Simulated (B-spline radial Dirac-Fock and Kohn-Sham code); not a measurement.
## 4s photoionisation of Ru⁷⁺ near threshold

System: the Ru⁷⁺ ion, configuration 1s2 2s2 2p6 3s2 3p6 3d10 4s2 4p6 4d1. The computed 4s threshold is 197.8 eV; without correlation, outer thresholds are uncertain by 1 to 2 eV. With an open shell the threshold is an average over the terms of the final ion.

Input file task.json (cfg lists n, l and occupation; rrms is the nuclear radius in fm):

```json
{"items": [{
  "Z": 44,
  "q": 7,
  "cfg": [[1, 0, 2], [2, 0, 2], [2, 1, 6], [3, 0, 2], [3, 1, 6], [3, 2, 10], [4, 0, 2], [4, 1, 6], [4, 2, 1]],
  "A": 102,
  "rrms": 4.4809,
  "do": ["binding", "quiet", "photo", "scan"],
  "hv": [46.0, 60, 200, 300, 397.0, 854.0, 1200.0, 1230.0, 2000, 6000, 6360.0, 8047.8, 8920.0, 63700.0, 100000, 150000]
}]}
```

Command: `python xray_run.py task.json out`

The computed values come from a radial atomic solver: a relativistic central-field model (Hartree-Slater potential of the initial state, Latter tail, multipole expansion of the photon field, Dirac-Fock thresholds). Interchannel coupling and autoionising resonances are not included, so magnitudes near threshold are approximate.

```
kinetic energy (eV)  σ (Mb)     β
                1.5   0.188  1.98
                2.3   0.188  1.98
                3.7   0.186  1.98
                5.7   0.184  1.98
                9.0   0.181  1.98
               14.0   0.176  1.98
               21.9   0.169  1.99
               34.2   0.158  1.99
               53.5   0.142  1.99
               83.7   0.122  1.99
              130.9  0.0974  1.99
              204.6  0.0707  1.99
              319.9  0.0477  1.99
```

The cross section shows no minimum in this range. It is largest at the lowest energy, 0.188 Mb. β stays at 1.99.
